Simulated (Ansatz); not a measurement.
The pair A = N2 (SMILES N#N) (first 2 atoms), B = CH3F (SMILES CF); geometry from B3LYP-D3(BJ)/def2-TZVP.
(charge 0, multiplicity 1):
| atom | x (Å) | y (Å) | z (Å) |
|---|---|---|---|
| N | -0.4320 | 0.0213 | -0.0446 |
| N | 0.4995 | 0.0534 | -0.6109 |
| C | -0.3888 | -0.5735 | 3.4298 |
| F | 0.8284 | -0.5472 | 2.7574 |
| H | -1.1885 | -0.3894 | 2.7120 |
| H | -0.5134 | -1.5545 | 3.8900 |
| H | -0.3827 | 0.2032 | 4.1955 |

Cores are frozen in the correlated methods. MP2 and its Hartree–Fock in aug-cc-pVQZ are density fitted.

Programs: Ansatz (an electronic-structure program) with Gaussian orbitals. Values without a source in brackets are computed.

The counterpoise-corrected interaction energy is E(AB) − E(A in the pair's basis) − E(B in the pair's basis). Total energies (hartree):

| level | AB | A in the pair's basis | B in the pair's basis |
|---|---|---|---|
| HF/aug-cc-pVTZ | -248.0827883 | -108.9860208 | -139.0971244 |
| MP2/aug-cc-pVTZ | -248.9068094 | -109.3637511 | -139.5416356 |
| HF/aug-cc-pVQZ | -248.0989489 | -108.9927907 | -139.1065245 |
| MP2/aug-cc-pVQZ | -248.9752986 | -109.3926826 | -139.5811380 |
| MP2/aug-cc-pVDZ | -248.6953339 | -109.2769585 | -139.4171656 |
| CCSD(T)/aug-cc-pVDZ | -248.7413225 | -109.2933116 | -139.4469374 |

Work out the counterpoise-corrected interaction energy at the basis-set limit: extrapolate the MP2 correlation part as X⁻³, take Hartree–Fock from the larger set, and add the CCSD(T) − MP2 difference of aug-cc-pVDZ.


1. Differences (1 hartree = 627.509 kcal/mol): HF/aug-cc-pVTZ 0.224; MP2/aug-cc-pVTZ -0.893; HF/aug-cc-pVQZ 0.230; MP2/aug-cc-pVQZ -0.927; MP2/aug-cc-pVDZ -0.759; CCSD(T)/aug-cc-pVDZ -0.674.
2. Correlation parts, MP2 less HF: -1.117 in aug-cc-pVTZ (X = 3), -1.157 in aug-cc-pVQZ (X = 4).
3. Limit (4³·(-1.157) − 3³·(-1.117))/(4³ − 3³) = -1.187; with HF/aug-cc-pVQZ it gives -0.957.
4. CCSD(T) less MP2 in aug-cc-pVDZ: 0.086.
Result: -0.87 kcal/mol, against -0.89 at MP2/aug-cc-pVTZ. It is an estimate of this method's limit, not of the exact value.
